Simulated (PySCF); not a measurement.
Consider `CC1=C[Si](P)C=C1` (C5H8PSi•, doublet). Coordinates in Å; atoms count from 1 in this order:
```
C    -2.3081    0.9082    0.5427
C    -1.0058    0.2696    0.1861
C     0.2164    0.8287    0.4444
Si    1.5046   -0.3019   -0.2426
P     3.6851   -0.6464    0.0398
C     0.2325   -1.5406   -0.7544
C    -0.9851   -1.0114   -0.4604
H    -2.1536    1.8618    1.0414
H    -2.9052    1.0756   -0.3543
H    -2.8803    0.2563    1.2031
H     0.3204    1.7950    0.9074
H     3.7514    0.0455    1.2398
H     4.0780    0.4740   -0.6806
H     0.3553   -2.4854   -1.2525
H    -1.9144   -1.5128   -0.6847
```

Energies: PBE0-D3(BJ)/ma-def2-SVP (PySCF, density fitting, integration grid level 2) on GFN2-xTB structures. Zero-point and thermal terms (298.15 K, 1 bar) come from unscaled GFN2-xTB harmonic frequencies, with soft modes damped to free rotors in the entropy.

(1) What are the vertical and the adiabatic ionisation energy for forming the singlet cation?

(2) What oxidation potential follows in DMF (IEF-PCM), given that Fc+/Fc comes at 4.48 V absolute with this functional and basis?

(3) What are the vertical and the adiabatic ionisation energy for forming the triplet cation?

(4) Where does the unpaired spin of the relaxed triplet cation sit?

(5) What oxidation potential follows in DMF (IEF-PCM), given that Fc+/Fc comes at 4.48 V absolute with this functional and basis?

(6) What are the vertical and the adiabatic electron affinity for forming the singlet anion?

(7) What reduction potential follows in DMF (IEF-PCM), given that Fc+/Fc comes at 4.48 V absolute with this functional and basis?

(8) Which spin state does oxidation lead to?

Answers

(1) 7.14 eV vertical and 7.04 eV adiabatic, the latter with zero-point energy.

(2) In the gas phase ΔG of oxidation is 7.067 eV, and solvation is -14.7 kJ/mol for the parent and -210.7 kJ/mol for the product, so the absolute potential is 5.04 V, or 0.56 V against Fc+/Fc. Fc+/Fc in DMF, 4.48 V, is PBE0-D3(BJ)/ma-def2-SVP on PBE0-D3(BJ)/def2-SVP structures with GFN2-xTB thermal terms. Benchmark calculations put it near 5.0 V in acetonitrile and DMSO, so it is about 0.5 V low, and the value against it can read up to that much too high. The solvent is electrostatics only, on gas-phase structures; the absolute scale refers to an electron at rest in vacuum.

(3) 7.98 eV vertical and 7.70 eV adiabatic, the latter with zero-point energy.

(4) C3 (alkene carbon) 0.61, Si4 (silicon) 0.50, C6 (alkene carbon) 0.46, C2 (alkene carbon) 0.23 (intrinsic atomic orbital populations).

(5) In the gas phase ΔG of oxidation is 7.683 eV, and solvation is -14.7 kJ/mol for the parent and -205.1 kJ/mol for the product, so the absolute potential is 5.71 V, or 1.23 V against Fc+/Fc. Fc+/Fc in DMF, 4.48 V, is PBE0-D3(BJ)/ma-def2-SVP on PBE0-D3(BJ)/def2-SVP structures with GFN2-xTB thermal terms. Benchmark calculations put it near 5.0 V in acetonitrile and DMSO, so it is about 0.5 V low, and the value against it can read up to that much too high. The solvent is electrostatics only, on gas-phase structures; the absolute scale refers to an electron at rest in vacuum.

(6) 1.26 eV vertical and 1.55 eV adiabatic, the latter with zero-point energy.

(7) In the gas phase −ΔG of reduction is 1.514 eV, and solvation is -14.7 kJ/mol for the parent and -206.4 kJ/mol for the product, so the absolute potential is 3.50 V, or -0.98 V against Fc+/Fc. Fc+/Fc in DMF, 4.48 V, is PBE0-D3(BJ)/ma-def2-SVP on PBE0-D3(BJ)/def2-SVP structures with GFN2-xTB thermal terms. Benchmark calculations put it near 5.0 V in acetonitrile and DMSO, so it is about 0.5 V low, and the value against it can read up to that much too high. The solvent is electrostatics only, on gas-phase structures; the absolute scale refers to an electron at rest in vacuum.

(8) The singlet, 0.66 eV below the triplet.

Known limits: ma-def2-SVP is a small basis, whose errors can reach tens of kJ/mol.
